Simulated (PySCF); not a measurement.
F4Zr, charge -1, doublet, geometry from GFN2-xTB (such geometries of metal compounds can be far from the true shape) (the multiplicity is a formal guess) (core potentials on Zr) (in this run its highest filled SCF level lies above zero, so its values depend strongly on the basis, on diffuse functions most of all); PySCF with SVWN5/def2-SVP.

The PySCF input:
```python
from pyscf import gto, scf, dft

mol = gto.Mole()
mol.atom = '''
    Zr   -0.00000000   -0.00000000   -0.00000000
    F     1.24556811    0.91342607   -1.18855700
    F     0.98352643   -1.22128003    1.15741336
    F    -1.28977722   -1.00610477   -1.05956725
    F    -0.93931732    1.31395873    1.09071089
'''
mol.basis = 'def2-svp'
mol.ecp = {'Zr': 'def2-svp'}
mol.charge = -1
mol.spin = 1
mol.verbose = 4
mol.build()

mf = dft.UKS(mol)
mf.xc = 'lda,vwn'
mf.DIIS = scf.ADIIS
mf.kernel()
```

Q: What does PySCF print? Leave out banner, timings and long lists.

A: 
```
PySCF version 2.14.0

[INPUT] verbose = 4
[INPUT] num. atoms = 5
[INPUT] num. electrons = 49
[INPUT] charge = -1
[INPUT] spin (= nelec alpha-beta = 2S) = 1
[INPUT] symmetry False subgroup None
[INPUT] Mole.unit = angstrom
[INPUT] Symbol           X                Y                Z      unit          X                Y                Z       unit  Magmom
[INPUT]  1 Zr     0.000000000000   0.000000000000   0.000000000000 AA    0.000000000000   0.000000000000   0.000000000000 Bohr   0.0
[INPUT]  2 F      1.245568110000   0.913426070000  -1.188557000000 AA    2.353782597392   1.726125107338  -2.246047213435 Bohr   0.0
[INPUT]  3 F      0.983526430000  -1.221280030000   1.157413360000 AA    1.858595588971  -2.307884778101   2.187194263313 Bohr   0.0
[INPUT]  4 F     -1.289777220000  -1.006104770000  -1.059567250000 AA   -2.437325707503  -1.901262467919  -2.002291913059 Bohr   0.0
[INPUT]  5 F     -0.939317320000   1.313958730000   1.090710890000 AA   -1.775052478860   2.483022138681   2.061144863181 Bohr   0.0

nuclear repulsion = 198.10261815312
number of shells = 35
number of NR pGTOs = 153
number of NR cGTOs = 87
basis = def2-svp
ecp = {'Zr': 'def2-svp'}

******** <class 'pyscf.dft.uks.UKS'> ********
method = UKS
initial guess = minao
damping factor = 0
level_shift factor = 0
DIIS = <class 'pyscf.scf.diis.ADIIS'>
diis_start_cycle = 1
diis_space = 8
diis_damp = 0
SCF conv_tol = 1e-09
SCF conv_tol_grad = None
SCF max_cycles = 50
direct_scf = True
direct_scf_tol = 1e-13
number electrons alpha = 25  beta = 24
XC library pyscf.dft.libxc version 7.1.2
    S. Lehtola, C. Steigemann, M. J. T. Oliveira, and M. A. L. Marques,  SoftwareX 7, 1–5 (2018)
XC functionals = lda,vwn
    P. A. M. Dirac,  Math. Proc. Cambridge Philos. Soc. 26, 376 (1930)
    F. Bloch,  Z. Phys. 57, 545 (1929)
    S. H. Vosko, L. Wilk, and M. Nusair,  Can. J. Phys. 58, 1200 (1980)
radial grids:
    Treutler-Ahlrichs [JCP 102, 346 (1995); DOI:10.1063/1.469408] (M4) radial grids

becke partition: Becke, JCP 88, 2547 (1988); DOI:10.1063/1.454033
pruning grids: <function nwchem_prune>
grids dens level: 3
symmetrized grids: False
atomic radii adjust function: <function treutler_atomic_radii_adjust>
small_rho_cutoff = 0
Set gradient conv threshold to 3.16228e-05
tot grids = 79440
init E= -437.54420547451

cycle= 1 E= -443.472304217323  delta_E= -5.93  |g|= 0.78  |ddm|= 2.99

cycle= 2 E= -443.445416335519  delta_E= 0.0269  |g|= 0.865  |ddm|= 4.49
cycle= 3 E= -443.813016332986  delta_E= -0.368  |g|= 0.113  |ddm|= 2.49
cycle= 4 E= -443.704228933692  delta_E= 0.109  |g|= 0.375  |ddm|= 2.39
cycle= 5 E= -443.757759840155  delta_E= -0.0535  |g|= 0.227  |ddm|= 0.258
cycle= 6 E= -443.820483392505  delta_E= -0.0627  |g|= 0.0211  |ddm|= 2.23
cycle= 7 E= -443.820070369208  delta_E= 0.000413  |g|= 0.0417  |ddm|= 0.379
cycle= 8 E= -443.820670739446  delta_E= -0.0006  |g|= 0.00484  |ddm|= 0.246
cycle= 9 E= -443.820668215689  delta_E= 2.52e-06  |g|= 0.00649  |ddm|= 0.0847
cycle= 10 E= -443.820679117103  delta_E= -1.09e-05  |g|= 0.00259  |ddm|= 0.0207
cycle= 11 E= -443.820669344449  delta_E= 9.77e-06  |g|= 0.00551  |ddm|= 0.0131
cycle= 12 E= -443.820681184769  delta_E= -1.18e-05  |g|= 0.00144  |ddm|= 0.0103
cycle= 13 E= -443.820681776886  delta_E= -5.92e-07  |g|= 0.000846  |ddm|= 0.00422
cycle= 14 E= -443.820681987464  delta_E= -2.11e-07  |g|= 0.000417  |ddm|= 0.00289
cycle= 15 E= -443.820682024796  delta_E= -3.73e-08  |g|= 0.000258  |ddm|= 0.000649
cycle= 16 E= -443.820682044958  delta_E= -2.02e-08  |g|= 0.000105  |ddm|= 0.00104
cycle= 17 E= -443.820682045614  delta_E= -6.56e-10  |g|= 9.83e-05  |ddm|= 0.00051
cycle= 18 E= -443.820682047337  delta_E= -1.72e-09  |g|= 7.5e-05  |ddm|= 0.000104
cycle= 19 E= -443.820682049387  delta_E= -2.05e-09  |g|= 1.06e-05  |ddm|= 9.2e-05
cycle= 20 E= -443.820682049432  delta_E= -4.5e-11  |g|= 7.31e-06  |ddm|= 7.64e-05
Extra cycle  E= -443.820682049375  delta_E= 5.67e-11  |g|= 1.73e-05  |ddm|= 0.000188
converged SCF energy = -443.820682049375  <S^2> = 0.75053369  2S+1 = 2.0005336
```
